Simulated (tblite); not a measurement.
C8H9O (doublet state).
Atom-mapped SMILES: `[CH3:1]/[CH:2]=[C:3]1\[CH:4]=[C:5]([CH:6]=[O:7])[C:8]1[CH3:9]` (hydrogens: H10, H11, H12 on C1; H13 on C2; H14 on C4; H15 on C6; H16, H17, H18 on C9)

Geometry (GFN2-xTB, Å), atoms numbered from 1 in this order:
```xyz
18
C8H9O angstrom
C      2.9795   -0.4771   -0.5815
C      1.5641   -0.9178   -0.4545
C      0.5238   -0.0933   -0.3381
C      0.3033    1.3566   -0.2930
C     -1.0928    1.1382   -0.1688
C     -2.2373    2.0086   -0.0560
O     -3.3867    1.6454    0.0571
C     -0.9438   -0.2684   -0.2045
C     -1.8533   -1.4166   -0.1408
H      3.3975   -0.8306   -1.5246
H      3.0564    0.6056   -0.5432
H      3.5794   -0.9068    0.2212
H      1.3915   -1.9865   -0.4621
H      0.9350    2.2186   -0.3323
H     -1.9804    3.0877   -0.0826
H     -1.6114   -2.0505    0.7157
H     -1.7530   -2.0358   -1.0354
H     -2.8804   -1.0711   -0.0531
```

Computed values, GFN2-xTB/tblite, gas phase, harmonic and unscaled. The method is semi-empirical: single wavenumbers can be off by several per cent or more. One conformer, not necessarily the lowest. Open shells enter through the occupations alone, without spin polarisation, and single modes of such species can be off by tens of per cent.

Harmonic wavenumbers (cm⁻¹): 63.2, 71.6, 120.3, 131.0, 137.6, 155.6, 190.1, 278.5, 280.3, 380.0, 476.7, 502.4, 530.8, 636.2, 704.6, 769.9, 814.9, 832.9, 907.3, 909.9, 982.2, 1014.5, 1019.2, 1088.6, 1103.9, 1141.9, 1189.2, 1308.9, 1341.9, 1379.2, 1394.6, 1398.3, 1441.9, 1449.8, 1465.9, 1473.3, 1539.0, 1698.9, 1760.0, 2743.8, 2951.6, 2974.3, 2990.0, 3006.9, 3049.7, 3050.5, 3064.1, 3172.0.

A = 3756, B = 941.4, C = 759.8 MHz; mass 121.065 u (most abundant isotopes); point group Cs, symmetry number 1; spin multiplicity 2.

Task: Zero-point energy?

Result: ½Σν̃ = 30544 cm⁻¹ = 87.33 kcal/mol.

Task: Give the ideal-gas entropy at 298.15 K and 1 bar in the rigid-rotor, harmonic-oscillator model (classical rotation).

Result: Translation 40.31, rotation 29.17, vibration 30.48, spin (R ln 2) 1.38: S = 101.3 cal/(mol K).

Task: And Cp and H(298.15 K) − H(0)?

Result: Cp = 37.97 cal/(mol K), of which vibrations give 30.03 (their classical limit is 48 R = 95.4); H(298.15 K) − H(0) = 7.14 kcal/mol without the zero-point energy, 4.77 from vibrations.

Task: How do the functions run with temperature in this model?

Result: 
| T (K) | S (cal/(mol K)) | Cp (cal/(mol K)) | H − H(0) (kcal/mol) | G − H(0) (kcal/mol) | ln q(vib) |
| --- | --- | --- | --- | --- | --- |
| 50 | 59.5 | 13.8 | 0.50 | -2.48 | 0.40 |
| 100 | 71.2 | 20.3 | 1.36 | -5.76 | 1.69 |
| 373.15 | 110.6 | 44.7 | 10.24 | -31.03 | 9.29 |
| 500 | 125.1 | 54.8 | 16.57 | -45.99 | 12.56 |
| 750 | 150.3 | 69.1 | 32.19 | -80.51 | 18.67 |
| 1000 | 171.5 | 78.5 | 50.72 | -120.80 | 24.29 |

q(vib) and H(0) count from the zero-point level.

Task: Which modes carry the vibrational entropy at 298.15 K?

Result: 63.2 cm⁻¹: 4.35; 71.6 cm⁻¹: 4.11; 120.3 cm⁻¹: 3.10; 131.0 cm⁻¹: 2.93; 137.6 cm⁻¹: 2.84; 155.6 cm⁻¹: 2.60 cal/(mol K); the other 42 give 10.55 together.

Hindered rotation and anharmonicity are outside this model. Other conformers, if any are populated, would add a mixing term that is left out.
